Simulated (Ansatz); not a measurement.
Ansatz (a first-principles code) input for C2H6BiF, SMILES [Bi]([CH3])([F])[CH3], PBE-D3(BJ)/def2-SVP. 

Ansatz 0.2 input:
```yaml
crystal:
  periodic: [false, false, false]
  atoms:
    - {symbol: Bi, position_ang: [0.00025963, -0.04264008, 0.31547617]}
    - {symbol: F, position_ang: [-0.13744487, -1.66911235, -1.00305715]}
    - {symbol: C, position_ang: [1.66795461, 0.85470212, -0.90671357]}
    - {symbol: H, position_ang: [2.62638724, 0.71010925, -0.42790167]}
    - {symbol: H, position_ang: [1.48748167, 1.91000847, -1.05266777]}
    - {symbol: H, position_ang: [1.66630586, 0.35631441, -1.86393137]}
    - {symbol: C, position_ang: [-1.53970942, 1.10163985, -0.86456045]}
    - {symbol: H, position_ang: [-2.53719630, 0.87762094, -0.51350152]}
    - {symbol: H, position_ang: [-1.44719575, 0.80671614, -1.89846094]}
    - {symbol: H, position_ang: [-1.34979897, 2.16231701, -0.77290085]}
basis:
  gaussian:
    orbitals: def2-SVP
hamiltonian:
  xc: pbe
  dispersion: d3bj
relax: {f_tol: 0.002, max_steps: 200}
```

Log of the run:

```
WARN ansatz: RAYON_NUM_THREADS=2 ignored (pool sized by the plan → 2); use --threads N
Functional definition: PBE
integrals: 0.04 GiB planned
1088 factors; their error is unknown
mean field: 0.25 GiB planned
mean field evaluation 1: about -10701.7775 eV, gradient 8.7e1 eV
mean field evaluation 2: about -10638.6023 eV, gradient 1.7e2 eV
mean field evaluation 4: about -10719.5109 eV, gradient 2.4e1 eV
mean field evaluation 8: about -10720.6622 eV, gradient 2.5e-1 eV
mean field evaluation 16: about -10720.6146 eV, gradient 2.3e-4 eV
mean field -10720.61461343 eV, -393.9753203499 hartree, gradient 7.3e-5 eV, S^2 0.000000; 0 other end points of the search recorded, 0 dependent functions left out
the calculation of the forces begins
reference -10720.61464716 eV, -393.9753215896 hartree; 25, 25 occupied and 73, 73 virtual orbitals, 1088 factors
relax step   1: F+E_penalty+E_count = -10720.81542855 eV  Δ(F+E_penalty+E_count) = +0.000e0 eV  max|allowed force component| = 9.353e-1 eV/Å  Δτ_max = 0.0000 Å  (26 SCF iters, accepted)
these checks for a lower state are left out or cut short: starts, cluster_reference, orbital_swaps, neighbouring_geometries, increment
integrals: 0.04 GiB planned
1088 factors; their error is unknown
mean field: 0.25 GiB planned
mean field -10720.67414176 eV, -393.9775079757 hartree, gradient 1.4e-5 eV, S^2 0.000000; 0 other end points of the search recorded, 0 dependent functions left out
the calculation of the forces begins
reference -10720.67417608 eV, -393.9775092369 hartree; 25, 25 occupied and 73, 73 virtual orbitals, 1088 factors
relax step   2: F+E_penalty+E_count = -10720.86987901 eV  Δ(F+E_penalty+E_count) = -5.445e-2 eV  max|allowed force component| = 4.835e-1 eV/Å  Δτ_max = 0.1179 Å  (30 SCF iters, accepted)
these checks for a lower state are left out or cut short: starts, cluster_reference, orbital_swaps, neighbouring_geometries, increment
integrals: 0.04 GiB planned
1088 factors; their error is unknown
mean field: 0.25 GiB planned
mean field evaluation 32: about -10720.7135 eV, gradient 9.1e-6 eV
mean field -10720.71347888 eV, -393.9789535884 hartree, gradient 9.1e-6 eV, S^2 0.000000; 0 other end points of the search recorded, 0 dependent functions left out
the calculation of the forces begins
reference -10720.71351302 eV, -393.9789548430 hartree; 25, 25 occupied and 73, 73 virtual orbitals, 1088 factors
relax step   3: F+E_penalty+E_count = -10720.91002216 eV  Δ(F+E_penalty+E_count) = -4.014e-2 eV  max|allowed force component| = 2.972e-1 eV/Å  Δτ_max = 0.1247 Å  (28 SCF iters, accepted)
these checks for a lower state are left out or cut short: starts, cluster_reference, orbital_swaps, neighbouring_geometries, increment
integrals: 0.04 GiB planned
1088 factors; their error is unknown
mean field: 0.25 GiB planned
mean field -10720.72065294 eV, -393.9792172301 hartree, gradient 2.4e-5 eV, S^2 0.000000; 0 other end points of the search recorded, 0 dependent functions left out
the calculation of the forces begins
reference -10720.72068701 eV, -393.9792184821 hartree; 25, 25 occupied and 73, 73 virtual orbitals, 1088 factors
relax step   4: F+E_penalty+E_count = -10720.91795450 eV  Δ(F+E_penalty+E_count) = -7.932e-3 eV  max|allowed force component| = 7.543e-2 eV/Å  Δτ_max = 0.0477 Å  (29 SCF iters, accepted)
these checks for a lower state are left out or cut short: starts, cluster_reference, orbital_swaps, neighbouring_geometries, increment
integrals: 0.04 GiB planned
1088 factors; their error is unknown
mean field: 0.25 GiB planned
mean field -10720.72067668 eV, -393.9792181025 hartree, gradient 8.7e-6 eV, S^2 0.000000; 0 other end points of the search recorded, 0 dependent functions left out
the calculation of the forces begins
reference -10720.72071065 eV, -393.9792193510 hartree; 25, 25 occupied and 73, 73 virtual orbitals, 1088 factors
relax step   5: F+E_penalty+E_count = -10720.91859174 eV  Δ(F+E_penalty+E_count) = -6.372e-4 eV  max|allowed force component| = 6.213e-2 eV/Å  Δτ_max = 0.0306 Å  (31 SCF iters, accepted)
these checks for a lower state are left out or cut short: starts, cluster_reference, orbital_swaps, neighbouring_geometries, increment
integrals: 0.04 GiB planned
1088 factors; their error is unknown
mean field: 0.25 GiB planned
mean field -10720.72113001 eV, -393.9792347622 hartree, gradient 2.3e-5 eV, S^2 0.000000; 0 other end points of the search recorded, 0 dependent functions left out
the calculation of the forces begins
reference -10720.72116401 eV, -393.9792360114 hartree; 25, 25 occupied and 73, 73 virtual orbitals, 1088 factors
[...]
the calculation of the forces begins
reference -10720.72173720 eV, -393.9792570761 hartree; 25, 25 occupied and 73, 73 virtual orbitals, 1088 factors
relax step  16: F+E_penalty+E_count = -10720.91938779 eV  Δ(F+E_penalty+E_count) = -1.153e-5 eV  max|allowed force component| = 8.747e-3 eV/Å  Δτ_max = 0.0251 Å  (29 SCF iters, accepted)
these checks for a lower state are left out or cut short: starts, cluster_reference, orbital_swaps, neighbouring_geometries, increment
integrals: 0.04 GiB planned
1088 factors; their error is unknown
mean field: 0.25 GiB planned
mean field -10720.72171161 eV, -393.9792561354 hartree, gradient 2.2e-5 eV, S^2 0.000000; 0 other end points of the search recorded, 0 dependent functions left out
the calculation of the forces begins
reference -10720.72174560 eV, -393.9792573847 hartree; 25, 25 occupied and 73, 73 virtual orbitals, 1088 factors
relax step  17: F+E_penalty+E_count = -10720.91939251 eV  Δ(F+E_penalty+E_count) = -4.721e-6 eV  max|allowed force component| = 3.367e-3 eV/Å  Δτ_max = 0.0026 Å  (23 SCF iters, accepted)
these checks for a lower state are left out or cut short: starts, cluster_reference, orbital_swaps, neighbouring_geometries, increment
integrals: 0.04 GiB planned
1088 factors; their error is unknown
mean field: 0.25 GiB planned
mean field evaluation 128: about -10720.7216 eV, gradient 1.7e-1 eV
mean field -10720.72172590 eV, -393.9792566607 hartree, gradient 2.4e-5 eV, S^2 0.000000; 0 other end points of the search recorded, 0 dependent functions left out
the calculation of the forces begins
reference -10720.72175990 eV, -393.9792579101 hartree; 25, 25 occupied and 73, 73 virtual orbitals, 1088 factors
relax step  18: F+E_penalty+E_count = -10720.91939570 eV  Δ(F+E_penalty+E_count) = -3.186e-6 eV  max|allowed force component| = 2.966e-3 eV/Å  Δτ_max = 0.0045 Å  (22 SCF iters, accepted)
these checks for a lower state are left out or cut short: starts, cluster_reference, orbital_swaps, neighbouring_geometries, increment
integrals: 0.04 GiB planned
1088 factors; their error is unknown
mean field: 0.25 GiB planned
mean field -10720.72172859 eV, -393.9792567594 hartree, gradient 1.5e-5 eV, S^2 0.000000; 0 other end points of the search recorded, 0 dependent functions left out
the calculation of the forces begins
reference -10720.72176258 eV, -393.9792580088 hartree; 25, 25 occupied and 73, 73 virtual orbitals, 1088 factors
relax step  19: F+E_penalty+E_count = -10720.91939562 eV  Δ(F+E_penalty+E_count) = +7.844e-8 eV  max|allowed force component| = 5.278e-3 eV/Å  Δτ_max = 0.0071 Å  (24 SCF iters, rejected (line search))
these checks for a lower state are left out or cut short: starts, cluster_reference, orbital_swaps, neighbouring_geometries, increment
integrals: 0.04 GiB planned
1088 factors; their error is unknown
mean field: 0.25 GiB planned
mean field -10720.72174670 eV, -393.9792574250 hartree, gradient 1.6e-5 eV, S^2 0.000000; 0 other end points of the search recorded, 0 dependent functions left out
the calculation of the forces begins
reference -10720.72178070 eV, -393.9792586746 hartree; 25, 25 occupied and 73, 73 virtual orbitals, 1088 factors
relax step  20: F+E_penalty+E_count = -10720.91939728 eV  Δ(F+E_penalty+E_count) = -1.584e-6 eV  max|allowed force component| = 3.020e-3 eV/Å  Δτ_max = 0.0035 Å  (22 SCF iters, accepted)
these checks for a lower state are left out or cut short: starts, cluster_reference, orbital_swaps, neighbouring_geometries, increment
integrals: 0.04 GiB planned
1088 factors; their error is unknown
mean field: 0.25 GiB planned
mean field -10720.72172360 eV, -393.9792565759 hartree, gradient 2.2e-5 eV, S^2 0.000000; 0 other end points of the search recorded, 0 dependent functions left out
the calculation of the forces begins
reference -10720.72175760 eV, -393.9792578256 hartree; 25, 25 occupied and 73, 73 virtual orbitals, 1088 factors
relax step  21: F+E_penalty+E_count = -10720.91939461 eV  Δ(F+E_penalty+E_count) = +2.668e-6 eV  max|allowed force component| = 5.246e-3 eV/Å  Δτ_max = 0.0103 Å  (30 SCF iters, rejected (line search))
these checks for a lower state are left out or cut short: starts, cluster_reference, orbital_swaps, neighbouring_geometries, increment
integrals: 0.04 GiB planned
1088 factors; their error is unknown
mean field: 0.25 GiB planned
mean field -10720.72173060 eV, -393.9792568334 hartree, gradient 2.3e-5 eV, S^2 0.000000; 0 other end points of the search recorded, 0 dependent functions left out
the calculation of the forces begins
reference -10720.72176460 eV, -393.9792580830 hartree; 25, 25 occupied and 73, 73 virtual orbitals, 1088 factors
relax step  22: F+E_penalty+E_count = -10720.91939928 eV  Δ(F+E_penalty+E_count) = -1.998e-6 eV  max|allowed force component| = 1.511e-3 eV/Å  Δτ_max = 0.0051 Å  (23 SCF iters, accepted)
these checks for a lower state are left out or cut short: starts, cluster_reference, orbital_swaps, neighbouring_geometries, increment
integrals: 0.04 GiB planned
1088 factors; their error is unknown
mean field: 0.25 GiB planned
mean field evaluation 160: about -10720.7217 eV, gradient 4.3e-5 eV
mean field -10720.72173205 eV, -393.9792568865 hartree, gradient 1.7e-5 eV, S^2 0.000000; 0 other end points of the search recorded, 0 dependent functions left out
the calculation of the forces begins
reference -10720.72176605 eV, -393.9792581363 hartree; 25, 25 occupied and 73, 73 virtual orbitals, 1088 factors
relax step  23: F+E_penalty+E_count = -10720.91939958 eV  Δ(F+E_penalty+E_count) = -3.041e-7 eV  max|allowed force component| = 1.673e-3 eV/Å  Δτ_max = 0.0036 Å  (23 SCF iters, accepted)
these checks for a lower state are left out or cut short: starts, cluster_reference, orbital_swaps, neighbouring_geometries, increment
integrals: 0.04 GiB planned
1088 factors; their error is unknown
mean field: 0.25 GiB planned
mean field -10720.72172962 eV, -393.9792567972 hartree, gradient 1.4e-5 eV, S^2 0.000000; 0 other end points of the search recorded, 0 dependent functions left out
the calculation of the forces begins
reference -10720.72176363 eV, -393.9792580471 hartree; 25, 25 occupied and 73, 73 virtual orbitals, 1088 factors
relax step  24: F+E_penalty+E_count = -10720.91939909 eV  Δ(F+E_penalty+E_count) = +4.934e-7 eV  max|allowed force component| = 1.129e-3 eV/Å  Δτ_max = 0.0025 Å  (22 SCF iters, accepted)
integrals: 0.04 GiB planned
1088 factors; their error is unknown
mean field: 0.25 GiB planned
mean field -10720.72172962 eV, -393.9792567972 hartree, gradient 1.4e-5 eV, S^2 0.000000; 1 other end points of the search recorded, 0 dependent functions left out
the calculation of the forces begins
reference -10720.72176363 eV, -393.9792580471 hartree; 25, 25 occupied and 73, 73 virtual orbitals, 1088 factors
Total energy: -10720.91943310 eV, -393.9865222662 hartree
Atom 0 at    -0.007304    -0.101542     0.277374 Å, force     0.000861     0.001114    -0.000590 eV/Å
Atom 1 at    -0.111464    -1.707238    -1.033975 Å, force    -0.001129    -0.000636    -0.000438 eV/Å
Atom 2 at     1.705258     0.884804    -0.882292 Å, force     0.000858     0.000689     0.000898 eV/Å
Atom 3 at     2.679333     0.660469    -0.408318 Å, force    -0.000427     0.000320    -0.000381 eV/Å
Atom 4 at     1.547765     1.979239    -0.939922 Å, force     0.000608    -0.000201    -0.000518 eV/Å
Atom 5 at     1.666204     0.438719    -1.894774 Å, force    -0.000733     0.000138     0.000996 eV/Å
Atom 6 at    -1.581190     1.098110    -0.877981 Å, force    -0.000566    -0.000818    -0.000196 eV/Å
Atom 7 at    -2.574529     1.002548    -0.400547 Å, force     0.000281     0.000052    -0.000629 eV/Å
Atom 8 at    -1.603694     0.649726    -1.889952 Å, force    -0.000320     0.000439     0.000476 eV/Å
Atom 9 at    -1.283336     2.162842    -0.937831 Å, force     0.000568    -0.001099     0.000381 eV/Å
Dipole moment:     0.031433     0.484711     0.408037 e Å
```

Self-consistency was reached.
